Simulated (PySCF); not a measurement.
As⁺ (arsenic, charge +1) across methods

[Ar] 3d10 4s2 4p2, high-spin 3P determinant. Calculation: PySCF 2.14, in aug-cc-pVTZ-DK; the spin-free X2C one-electron Hamiltonian (Gaussian nucleus).

| method | E (hartree) | mean ε 4s α (eV) | mean ε 4s β (eV) | mean ε 4p α (eV) | Σ⟨r²⟩ (bohr²) | ⟨S²⟩ |
| --- | --- | --- | --- | --- | --- | --- |
| B3LYP | -2260.393 | -25.418 | -23.374 | -14.915 | 29.88 | 2.002 |
| PBE0 | -2260.075 | -25.804 | -23.305 | -15.287 | 29.83 | 2.003 |
| HSE06 | -2260.074 | -25.382 | -23.045 | -14.853 | 29.85 | 2.003 |
| TPSSh | -2260.287 | -24.929 | -22.535 | -14.667 | 29.79 | 2.003 |
| TPSS | -2260.297 | -24.217 | -22.091 | -14.169 | 29.80 | 2.002 |
| LDA | -2256.897 | -24.172 | -22.625 | -14.036 | 29.81 | 2.001 |
| PBE | -2260.038 | -23.976 | -22.224 | -14.009 | 29.89 | 2.002 |
| UHF | -2258.66853 | -30.438 | -25.309 | -18.440 | 30.16 | 2.009 |
| r2SCAN | -2260.321 | -24.632 | -22.371 | -14.439 | 29.71 | 2.004 |
